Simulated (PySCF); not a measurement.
NMR data sheet: C$_{6}$H$_{13}$FN$_{2}$Si

```yaml
Formula: C6H13FN2Si
SMILES: C=C(F)[Si@@H]1NC[C@@H]1N(C)C
InChI: InChI=1S/C6H13FN2Si/c1-5(7)10-6(4-8-10)9(2)3/h6,8,10H,1,4H2,2-3H3/t6-,10+/m1/s1
Point_group_of_the_computed_structure: C1
Degrees_of_unsaturation: 2
Carbon_signals: 5
Proton_signals: 8
```

Atom-mapped SMILES (the numbers label the heavy atoms): `[CH2:1]=[C:2]([F:3])[Si@@H:4]1[NH:5][CH2:6][C@@H:7]1[N:8]([CH3:9])[CH3:10]`. Each H is labelled by its parent atom. Ha(C6) is cis to C2 on the ring; Ha(C1) is cis to F3; Hb(C6) is trans to C2 on the ring; Hb(C1) is trans to F3.

- coordinates at the GFN2-xTB level
- PBE0/pcSseg-1 with gauge-including orbitals
- run in PySCF 2.14.0 with density-fitted response routines
- one averaged value for each set of equivalent atoms, no solvent model, one computed conformer, no relativistic terms

Referencing at the same level of theory: ¹H and ¹³C and ²⁹Si vs TMS; CFCl3 for ¹⁹F; NH3 for ¹⁵N.

| carbon | δC, type | δH (multiplicity) | HMBC from (2–3 bonds) | span of the C tensor (ppm) |
| --- | --- | --- | --- | --- |
| C1 | 116.8, CH2 | Hb(C1) 6.05 (m); Ha(C1) 5.87 (m) | H(Si4) | 205 |
| C2 | 182.2, C | – | Hb(C1), Ha(C1), H(Si4), H(C7) | 174 |
| C6 | 55.8, CH2 | Hb(C6) 4.00 (m); Ha(C6) 3.75 (m) | H(Si4), H(C7) | 38 |
| C7 | 63.1, CH | 2.56 (m) | H(Si4), Hb(C6), Ha(C6), H(C9)/H(C10) | 61 |
| C9/C10 | 47.5, CH3 | 2.10 (s) | H(C7), H(C9)/H(C10) | 73 |

Other nuclei:
| atoms | nucleus | environment | δ (ppm) | σ (ppm) |
| --- | --- | --- | --- | --- |
| H(Si4) | ¹H | hydrogen on a silicon bonded to 2 C, N, in a 4-membered ring | 5.52 | 26.19 |
| H(N5) | ¹H | hydrogen on a nitrogen bonded to C, Si, in a 4-membered ring | 0.34 | 31.37 |
| F3 | ¹⁹F | vinylic fluorine | -99.8 | 270.7 |
| Si4 | ²⁹Si | silicon bonded to 2 C, N, H, in a 4-membered ring | -16.8 | 366.0 |
| N8 | ¹⁵N | amine nitrogen | 51.3 | 216.4 |
| N5 | ¹⁵N | nitrogen bonded to C, Si, H, in a 4-membered ring | 31.3 | 236.5 |

Carbon types of the structure: 1 × C, 1 × CH, 2 × CH2, 2 × CH3, leaving 2 H on heteroatoms. δC 182.2: fully substituted alkene carbon. δC 116.8: terminal =CH2 carbon; the olefinic region. δC 63.1: sp3 CH bonded to N and Si; the inductive effect lowers its shielding. δC 55.8: sp3 CH2 bonded to N; pulled downfield by the heteroatom. δH 0.34: hydrogen on a nitrogen bonded to C, Si, in a 4-membered ring; exchangeable; this is the value without hydrogen bonding to other molecules.

OH/NH shifts are gas-phase values; hydrogen bonding in solution moves them, usually downfield. Splittings by ¹⁹F in the carbon and heteronuclear signals aren't shown, as no couplings were computed. Shifts are as computed. Against solution values, carbons near 30 ppm lie about +3 ppm off and those near 130 ppm about +5 ppm. Of 1211 compounds with measured shifts, 218 miss one by over three times the rms of a fit or turn the order of signals round; such compounds aren't used in these exercises. Unscaled 19F shifts against computed CFCl3 carry errors that often reach 10 to 50 ppm. Experimental scales use liquid or dissolved standards, which lie at an offset from isolated NH3 (liquid NH3: subtract about 20 ppm). Multiplicities follow the n + 1 count of equivalent neighbours, as no J values were calculated; m marks all less simple cases, F and P coupling included.
